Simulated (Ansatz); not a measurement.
A nudged elastic band was laid between two geometries of C$_{2}$H$_{5}$AlCl$_{2}$O (11 atoms, charge 0, multiplicity 1).

The calculation used UKS PBE0-D4/STO-3G (Ansatz).

- movable images: 5
- climbing image: yes
- spring: 5.0 eV/Å²
- optimiser: quadratic models (default)
- start path: through a guess of the saddle point
- force threshold: 0.05 eV/Å
- iteration limit: 50
- end points: relaxed

First end point:

```xyz
11
Properties=species:S:1:pos:R:3
Al -0.098 -0.681 -0.490
C 1.616 -0.969 0.263
Cl -0.380 -0.794 -2.561
Cl -1.778 -1.315 0.617
O -0.349 1.213 -0.321
C -1.356 1.729 0.242
H 1.653 -0.686 1.319
H 2.389 -0.396 -0.259
H 1.907 -2.023 0.205
H -2.155 1.082 0.692
H -1.449 2.840 0.294
```

Last end point:

```xyz
11
Properties=species:S:1:pos:R:3
Al -1.129 -0.696 -1.431
C 1.176 0.059 0.854
Cl -1.431 -0.988 -3.451
Cl -1.785 -2.107 -0.066
O -0.398 0.742 -0.967
C -0.080 0.875 0.445
H 1.438 0.279 1.897
H 2.029 0.322 0.216
H 0.986 -1.020 0.768
H -0.925 0.583 1.106
H 0.119 1.950 0.629
```

**Question.** Which bonds break or form, and what moves?

**Answer.** Bonds broken: Al1–C2. Bonds formed: C2–C6.

**Question.** Give the energies along the band, and the barrier.

**Answer.** The forces met the threshold. The highest image is number 3 of 0 to 6, 1.55 eV above the first end and 2.24 eV above the last; the last end lies 0.69 eV below the first. Neighbouring images differ by up to 1.8 eV, so the band resolves the path poorly. A vibrational analysis at the climbing image gives one clearly imaginary mode, 376i cm⁻¹: a first-order saddle point. The orbitals were unrestricted but ended closed-shell. Limits of this set-up: minimal basis.

```
image  path coordinate (Å)  energy (eV)  Al1–C2 (Å)  C2–C6 (Å)
    0                 0.00         0.00        1.89       4.01
    1                 1.38         0.07        1.90       3.51
    2                 2.76         0.40        1.90       2.94
    3                 4.13         1.55        2.01       2.18
    4                 5.21        -0.28        2.64       1.59
    5                 6.29        -0.59        3.02       1.55
    6                 7.37        -0.69        3.33       1.55
```

**Question.** What is the geometry of the highest image?

**Answer.** 
```xyz
11
Properties=species:S:1:pos:R:3
Al -0.620 -0.644 -0.798
C 0.959 -0.364 0.412
Cl 0.111 -0.960 -2.719
Cl -1.976 -1.985 0.038
O -1.289 1.029 -0.734
C -0.517 1.238 0.330
H 1.030 0.027 1.431
H 1.797 0.038 -0.164
H 1.140 -1.446 0.543
H -0.906 1.035 1.360
H 0.270 2.031 0.302
```

The run took 8.5 min on 1 thread of AMD EPYC 7R43 64-Core Processor (Zen 3), on a shared host, peak memory 0.2 GiB.
